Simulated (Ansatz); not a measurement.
C2H6OSi2, SMILES O[Si@@H]1C=C[SiH2]1.

Geometry: B3LYP-D3(BJ)/def2-SVP. The structure was generated by enumeration; whether it is a known compound was not checked. The values are those of a single conformer.

Two levels are set side by side: PBE/def2-SVPD (Ansatz, a first-principles code) and PBE0/def2-SVPD (Ansatz). Energy differences of separate SCF runs at the same geometry; the states with an electron removed or added have multiplicity 2 and 2. Differences are taken from unrounded values.

```tsv
quantity	PBE0	PBE	PBE minus PBE0
vertical ionisation energy (eV)	9.42	9.17	-0.25
vertical singlet–triplet gap (eV)	4.10	4.21	0.11
```
